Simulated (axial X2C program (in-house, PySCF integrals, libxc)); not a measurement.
## Which molecule has these constants?

Computed with an axial X2C code built on PySCF integrals, spin-free (one-electron X2C) or two-component (2c: spin–orbit coupling with atomic mean-field Coulomb and Gaunt terms, which also bring small scalar terms), in Dyall basis sets with cores contracted in-house; open shells are unrestricted.

A two-component PBE0 calculation in a Dyall 3-zeta basis gave Re = 4.623 Å, ωe = 47.5 cm⁻¹, De = 0.18 eV, Ω = 0.

Task: Which molecule is it?
A. Sr₂
B. Be₂
C. Ca₂

Result: A. The others have Be₂ 2.506 Å and 295.6 cm⁻¹ (Ω = 0); Ca₂ 4.218 Å and 79.0 cm⁻¹ (Ω = 0).

Each entry is the lowest single determinant of a limited PBE0 search at one distance. De goes to single-determinant-based atoms at the same level (for ions the charge split of lowest energy) and is withheld (n/a) where an atom does not fit its ground term or J level. Main or longest-lived isotopes.
